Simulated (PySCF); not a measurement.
C8H8O (charge +1 and doublet state).
Atom-mapped SMILES: `[CH2+:1][C:2]1[CH:3]=[CH:4][CH:5]=[C:6]1[C:7]([CH3:8])=[O:9]` (hydrogens: H10, H11 on C1; H12 on C3; H13 on C4; H14 on C5; H15, H16, H17 on C8)

Structure used (GFN2-xTB), in Å, numbered top down from 1:
```xyz
17
C8H8O angstrom
C     -1.640   -1.728    0.094
C     -1.266   -0.447    0.180
C     -2.104    0.738    0.214
C     -1.304    1.852    0.323
C      0.056    1.445    0.374
C      0.103    0.066    0.374
C      1.246   -0.844    0.479
C      2.578   -0.170    0.230
O      1.142   -2.024    0.668
H     -2.672   -2.021   -0.031
H     -0.907   -2.526    0.143
H     -3.179    0.709    0.212
H     -1.640    2.872    0.362
H      0.888    2.122    0.450
H      3.339   -0.940    0.117
H      2.801    0.444    1.104
H      2.553    0.464   -0.652
```

The hyperfine couplings belong to this conformer and change with its torsions.

Theory: PySCF, UKS B3LYP, pcH-1 on C H O, non-relativistic, mean-field spin-orbit, GIAO. One conformer (not necessarily the lowest) at the GFN2-xTB geometry, without solvent, vibrations or thermal averaging. Couplings are sensitive to structure, and on GFN2-xTB geometries they can be far from those on DFT ones, by a factor of two or more for some ions and for spin on atoms past the first row. The frame is twisted about the C6–C7 bond at this geometry (dihedral C2–C6–C7–O9 = -15°); couplings at other torsion angles weren't computed. No stability test was run, so a lower SCF solution isn't excluded.

Principal values of hyperfine tensors in MHz (contact and dipolar terms together), for some of the nuclei:

| atom | isotope | A1 | A2 | A3 |
| --- | --- | --- | --- | --- |
| C6 | 13C | -3.19 | -2.68 | 107.87 |
| C3 | 13C | -5.77 | -4.93 | 97.22 |
| H12 | 1H | -45.54 | -31.40 | -9.03 |
| C7 | 13C | -34.88 | -19.29 | -17.44 |
| C2 | 13C | -22.83 | -18.41 | -17.76 |
| H13 | 1H | -17.85 | -13.51 | 0.16 |
| C5 | 13C | -16.52 | -15.06 | 2.01 |
| O9 | 17O | -58.10 | 12.59 | 18.85 |

(1) Give the isotropic coupling of each nucleus in MHz and in mT (g = 2.0058), and the anisotropic part.

(2) What spin density at the nucleus of C7 lies behind its contact coupling (g_N = 1.40482)?

(3) C8 (13C, g_N = 1.40482) isn't in the table. Its spin density at the nucleus is 0.007634 bohr⁻³. What is its contact coupling?

(4) Name the largest traceless tensor T of the table and describe it.

(5) In a single crystal, with the field along each principal axis of the tensor of C3 in turn, what first-order splitting does this nucleus give (isotropic g, quadrupole terms neglected)?

Answers

(1) a_iso = (A1 + A2 + A3)/3, Ti = Ai − a_iso; 1 mT corresponds to 28.074 MHz.

| atom | a_iso (MHz) | a_iso (mT) | T1 | T2 | T3 |
| --- | --- | --- | --- | --- | --- |
| C6 | 34.00 | 1.211 | -37.19 | -36.68 | 73.87 |
| C3 | 28.84 | 1.027 | -34.61 | -33.77 | 68.38 |
| H12 | -28.66 | -1.021 | -16.88 | -2.74 | 19.62 |
| C7 | -23.87 | -0.850 | -11.01 | 4.58 | 6.43 |
| C2 | -19.67 | -0.701 | -3.17 | 1.26 | 1.91 |
| H13 | -10.40 | -0.370 | -7.45 | -3.11 | 10.55 |
| C5 | -9.86 | -0.351 | -6.66 | -5.20 | 11.86 |
| O9 | -8.89 | -0.317 | -49.22 | 21.48 | 27.74 |

(2) a_FC = 800.24 MHz bohr³ × g_N × ρ(0)/(2S). With a_FC = -23.87 MHz and 2S = 1, ρ(0) = -0.02123 bohr⁻³.

(3) By the same relation, a_FC = 8.58 MHz. Its full tensor has the principal values 5.47, 6.27, 14.00 MHz.

(4) C6: -37.2, -36.7, 73.9 MHz, axial, in the ratio −1:−1:+2, the form that spin in one p orbital centred on that nucleus gives.

(5) 2 lines (I = 1/2), spaced by |A_i|/(g × 13.996): 0.21, 0.18, 3.46 mT along the axes of A1, A2 and A3.

On an Arm Neoverse V1 with one thread, shared host with 32 logical CPUs at a one-minute load of 12, this took 1.7 min (grids of density and orbitals included) and 0.99 GiB of memory at its peak.

The SMILES draws the unpaired electron on C2; the largest computed Mulliken spin population is on C6 (0.46 against -0.07).
